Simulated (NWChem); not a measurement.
System meant: C3H6O; SMILES O1CCC1

Input file for NWChem:

```
start job
memory heap 200 mb stack 900 mb global 1100 mb
geometry units angstroms noautoz
  C      0.000000     0.000000     1.067013
  C      0.000000     1.025267    -0.073890
  O      0.000000     0.000000    -1.062901
  C      0.000000    -1.025267    -0.073890
  H      0.894540     0.000000     1.704708
  H     -0.894540     0.000000     1.704708
  H     -0.895206     1.670225    -0.137585
  H      0.895206     1.670225    -0.137585
  H      0.895206    -1.670225    -0.137585
  H     -0.895206    -1.670225    -0.137585
end
basis spherical
  C library def2-svp
  O library def2-svp
  H library def2-svp
end
dft
  xc pbe0
  iterations 4
  mulliken
end
task dft energy
```

End of the output:

```
    Atom       Charge   Shell Charges
 -----------   ------   -------------------------------------------------------
    1 C    6     6.07   1.96  0.59  0.31  1.93  1.20  0.08
    2 C    6     5.92   1.96  0.59  0.30  1.84  1.07  0.14
    3 O    8     8.21   1.97  0.93  0.61  2.73  1.94  0.03
    4 C    6     5.92   1.96  0.59  0.30  1.84  1.07  0.14
    5 H    1     0.97   0.64  0.26  0.07
    6 H    1     0.97   0.64  0.26  0.07
    7 H    1     0.99   0.65  0.27  0.07
    8 H    1     0.99   0.65  0.27  0.07
    9 H    1     0.99   0.65  0.27  0.07
   10 H    1     0.99   0.65  0.27  0.07

 center of mass
 --------------
 x =   0.00000000 y =   0.00000000 z =  -0.09296160

 moments of inertia (a.u.)
 ------------------
         264.641428084399           0.000000000000           0.000000000000
           0.000000000000         151.686968106212           0.000000000000
           0.000000000000           0.000000000000         147.547970881717

     Multipole analysis of the density
     ---------------------------------

     L   x y z        total         alpha         beta         nuclear
     -   - - -        -----         -----         ----         -------
     0   0 0 0     -0.000000    -16.000000    -16.000000     32.000000

     1   1 0 0      0.000000      0.000000      0.000000      0.000000
     1   0 1 0      0.000000      0.000000      0.000000      0.000000
     1   0 0 1      0.771332      0.385666      0.385666      0.000000

     2   2 0 0    -17.893863    -17.528161    -17.528161     17.162459
     2   1 1 0      0.000000      0.000000      0.000000      0.000000
     2   1 0 1     -0.000000     -0.000000     -0.000000      0.000000
     2   0 2 0    -17.088490    -50.991121    -50.991121     84.893752
     2   0 1 1      0.000000      0.000000      0.000000      0.000000
     2   0 0 2    -20.547609    -49.237589    -49.237589     77.927569

 ------------------------------------------------------------------------
 dft energy failed                                                                                  0
 ------------------------------------------------------------------------
 ------------------------------------------------------------------------
  current input line :
    25: task dft energy
 ------------------------------------------------------------------------
 ------------------------------------------------------------------------
 This type of error is most commonly associated with calculations not reaching convergence criteria
 ------------------------------------------------------------------------
 For more information see the NWChem manual at https://nwchemgit.github.io

0:dft energy failed:Received an Error in Communication
```

Task: Find the fault in this run and fix the input.

Result: Convergence was not reached. Cause: the SCF was allowed too few iterations. This input runs:
```
start job
memory heap 200 mb stack 900 mb global 1100 mb
geometry units angstroms noautoz
  C      0.000000     0.000000     1.067013
  C      0.000000     1.025267    -0.073890
  O      0.000000     0.000000    -1.062901
  C      0.000000    -1.025267    -0.073890
  H      0.894540     0.000000     1.704708
  H     -0.894540     0.000000     1.704708
  H     -0.895206     1.670225    -0.137585
  H      0.895206     1.670225    -0.137585
  H      0.895206    -1.670225    -0.137585
  H     -0.895206    -1.670225    -0.137585
end
basis spherical
  * library def2-svp
end
dft
  xc pbe0
  iterations 150
  mulliken
end
task dft energy
```
It converges to -192.73975 Ha (PBE0/def2-SVP).
